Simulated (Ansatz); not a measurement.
```yaml
crystal:
  periodic: [false, false, false]
  atoms:
    - {symbol: F, position_ang: [-1.747315, 1.118161, -1.160719]}
    - {symbol: C, position_ang: [-0.030391, 1.196538, -0.729247]}
    - {symbol: C, position_ang: [0.500557, -0.315873, -0.850174]}
    - {symbol: C, position_ang: [0.165685, -1.150226, 0.331541]}
    - {symbol: C, position_ang: [0.168591, 0.013907, 1.293664]}
    - {symbol: F, position_ang: [-0.962028, -0.303091, 2.118237]}
    - {symbol: F, position_ang: [1.485510, 0.023383, 1.665460]}
    - {symbol: O, position_ang: [0.057022, 1.322253, 0.717506]}
    - {symbol: H, position_ang: [0.323952, 1.936324, -1.183610]}
    - {symbol: H, position_ang: [1.527133, -0.381838, -1.263487]}
    - {symbol: H, position_ang: [-0.206402, -0.493027, -2.061796]}
    - {symbol: H, position_ang: [0.681701, -1.996967, 0.467983]}
    - {symbol: H, position_ang: [-0.840512, -1.507129, 0.367398]}
basis:
  gaussian: {orbitals: cc-pVTZ-PP}
hamiltonian: {xc: {name: r2SCAN0}, dispersion: d3bj}
scf: {lower_state_search: light}
output: {forces: true}
```

```sh
$ ansatz run in.yaml --threads 4 --pin off --events-out ev --progress --plain --max-ram 11315MiB
```

Output, abridged:

```
Warning: the engine holds no damping parameters fitted to this dispersion correction and functional, so the run takes those fitted to r2scan0 beside the three-body term, which d3bj leaves out (hamiltonian.dispersion, under Limitations)
Functional definition: r2SCAN0
Error: <dir> the basis set cc-pVTZ-PP has no functions for F
```

Question: What is wrong with this run?

Answer: The basis set is misnamed or doesn't suit the job. The program refused the input.
